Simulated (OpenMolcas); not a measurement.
# Kr4+: from CASSCF to CASPT2

```
Program             : OpenMolcas
Basis               : ANO-RCC-VTZP [6s5p3d1f]
Scalar Hamiltonian  : DKH2, point nucleus
Active space        : 4 electrons in 4 orbitals (4s 4p)
State averaging     : 2S+1 = 3 even, 6 roots; 2S+1 = 1 even, 11 roots; 2S+1 = 5 odd, 1 root; 2S+1 = 3 odd, 9 roots; 2S+1 = 1 odd, 8 roots
Spin-orbit coupling : RASSI with atomic mean-field integrals over the reference wave functions, term energies averaged over their components
```

Methods on the same reference wave functions:
A. CASSCF
B. SS-CASPT2, IPEA 0.25 Eh, imaginary shift 0.1 Eh (closed shells correlated: 3d)
C. MS-CASPT2, IPEA 0.25 Eh, imaginary shift 0.1 Eh (closed shells correlated: 3d)

Energies in cm⁻¹ above 4s² 4p² ³P₀, the measured ground level; measured values from Saloman, J. Phys. Chem. Ref. Data 36, 215 (2007).

```csv
Level,A,B,C,Measured
4s² 4p² ³P₀,0.0,0.0,0.0,0.0
4s² 4p² ³P₁,3359,3340,3350,3743
4s² 4p² ³P₂,7130,6940,6950,7595
4s² 4p² ¹D₂,22039,19200,19220,19723
4s² 4p² ¹S₀,37738,38260,38290,39204
4s 4p³ ⁵S°₂,83646,91520,91550,
4s 4p³ ³D°₂,136421,125920,125950,
4s 4p³ ³D°₁,136585,125980,126010,
4s 4p³ ³D°₃,137336,126630,126660,131016
4s 4p³ ³P°₀,153072,147050,147080,147925
4s 4p³ ³P°₁,153457,147310,147340,148287
4s 4p³ ³P°₂,154056,147800,147830,148668
4s 4p³ ¹D°₂,195986,176620,176650,163387
4s 4p³ ³S°₁ [74 %],200601,190150,190180,185064
4s 4p³ ¹P°₁ [74 %],212747,198480,198510,194041
```

Deviations, from unrounded energies. A percentage is the sum of absolute deviations over the sum of measured energies, with the sign that they share, or ± where signs differ.

```csv
Against measurement,Levels,A,B,C
mean absolute deviation (cm-1),11,8500,2900,2900
fine structure of the ground term (%),2,-7.5,-9.3,-9.2
other terms of the ground configuration (%),2,±6.4,-2.5,-2.4
other configurations (%),7,+7.9,±2.7,±2.7
```

B, C lie about equally close to measurement and A furthest from it. The largest miss of C in the table is 4s 4p³ ¹D°₂, by +13000 cm-1. The ranking rests on the paired levels alone, and a cruder setting can come out closer through cancelling errors.

Between B and C the level of the table that moves most is 4s 4p³ ³S°₁ [74 %], by 32 cm-1 (lowest in B, highest in C). Moves below CASPT2's spread within the term are not significant.

The two smallest mean deviations differ by little beside CASPT2's spread within terms, so their order carries little weight.

From A to B the spin-free energies of the other terms of 4s² 4p² shown, above ³P, scale by factors of 0.81 to 1.02.

The lowest spin-free term lies below A's lowest term by 0.108 hartree in B, 0.108 hartree in C.

CASPT2 does not keep the components of a term degenerate, so their means are used; among the terms shown or strongly mixed into the levels shown the widest spread is 2400 cm-1 (4s 4p³ ¹D°, C). Over all roots computed the reference weight is 0.87 to 0.99 in B, 0.87 to 0.99 in C; the roots of lowest weight are the least certain, and an intruder state may touch them. Terms of s pⁿ other than that of highest spin mix with s² pⁿ⁻² d, which this space lacks; all of them can be thousands of cm-1 off, and some have no real level of that name. Some levels mix across a computed gap that differs much from the measured one, so their mixing is not that of the real levels (holds for A). Computed and measured levels are paired by configuration, term and J; levels that our copy of the source lacks, or whose pairing is in doubt (as where it misses far off the trend of its configuration), stay unpaired and out of the deviations. Only configurations of the active space appear. The table leaves out levels that lie high or whose names do not pair safely across all columns.

A share in square brackets marks a mixed level and gives the weight of the term that names it, the lowest over the columns. ° marks odd parity.
